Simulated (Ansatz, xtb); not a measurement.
## Two isomers of FH9Si3Sn

We compare X, `F[SiH2][SnH]([SiH3])[SiH3]`, a singlet, with Y, `F[SiH2][SiH2][SnH2][SiH3]`, a singlet. Both are isolated molecules in the gas phase, relaxed with PBE0-D4/def2-SVP; the shapes shown needn't be the lowest conformers.

X (Å):

| atom | x (Å) | y (Å) | z (Å) |
| --- | --- | --- | --- |
| F | -1.8999 | 0.9737 | 1.4430 |
| Si | -0.3661 | 0.7052 | 1.9407 |
| Si | 0.6958 | 0.4871 | -2.1000 |
| Si | -0.5537 | -2.9697 | -0.0518 |
| Sn | 0.7389 | -0.7594 | 0.1450 |
| H | 0.3023 | 2.0318 | 2.0957 |
| H | -0.4296 | 0.0354 | 3.2742 |
| H | 2.3644 | -1.0755 | 0.6032 |
| H | 1.3408 | -0.3378 | -3.1670 |
| H | 1.4223 | 1.7893 | -1.9909 |
| H | -0.7223 | 0.7556 | -2.4865 |
| H | -1.9660 | -2.6804 | -0.4449 |
| H | 0.0680 | -3.8470 | -1.0904 |
| H | -0.5544 | -3.6951 | 1.2555 |

Y (Å):

```csv
atom,x (Å),y (Å),z (Å)
F,0.9788,-0.7482,3.4156
Si,0.9176,-0.3446,1.8366
Si,-1.2807,-0.0587,1.0965
Si,0.9767,1.9040,-1.8153
Sn,-1.1218,0.4722,-1.4214
H,1.6737,0.9314,1.6559
H,1.5930,-1.4252,1.0575
H,-1.9107,1.0959,1.8094
H,-2.0995,-1.2866,1.3381
H,-0.9952,-0.9923,-2.3051
H,-2.5311,1.2967,-1.9435
H,2.1832,1.1183,-1.4099
H,1.1139,2.2946,-3.2510
H,0.9110,3.1397,-0.9771
```

**Question.** Estimate E(Y) − E(X) at the level CCSD(T)/def2-SVP + ΔMP2/def2-TZVPP.

**Answer.** Calculated at CCSD(T)/def2-SVP + ΔMP2/def2-TZVPP: E(Y) − E(X) = +0.246 eV, so structure X lies lower.

Level by level:

```csv
level,geometry,E(Y) − E(X) (eV),departure from the last row (eV),"job, with rough time for the two"
PBE0-D4/def2-SVP,PBE0-D4/def2-SVP,+0.218,−0.028,"optimisation, 3.5 min"
HF/def2-SVP,PBE0-D4/def2-SVP,+0.299,+0.052,part of the CCSD(T) run
MP2/def2-SVP,PBE0-D4/def2-SVP,+0.268,+0.021,part of the CCSD(T) run
CCSD(T)/def2-SVP,PBE0-D4/def2-SVP,+0.242,−0.004,single point
CCSD(T)/def2-SVP + ΔMP2/def2-TZVPP,PBE0-D4/def2-SVP,+0.246,,"single point, 1.8 min"
```

As drawn, Y has 1 Si–Si, 1 Sn–H in place of 1 Si–Sn, 1 Si–H.

None of the levels shown reverses the order. The largest departure from CCSD(T)/def2-SVP + ΔMP2/def2-TZVPP is that of HF/def2-SVP, 0.052 eV. Levels run at GFN2-xTB geometries aren't shown. The last row adds to CCSD(T) the change of the MP2 difference between the two basis sets, here +0.004 eV.

With thermal terms from frequencies at re-optimised GFN2-xTB minima (ideal gas, soft modes damped towards free rotors, one conformer each, 298.15 K, 1 atm): on the last row, ΔE + ΔZPE = +0.207, ΔH = +0.200, ΔG = +0.216 eV.

The correlated steps freeze 20 core orbitals; the filled d shell of Sn is correlated, in a basis made for valence electrons. Atoms past krypton carry core potentials in the def2 sets and no spin–orbit term is included. Run with Ansatz 0.2.0, xtb 6.7.1; the last row on 2 threads of Arm Neoverse V1 on a shared host.
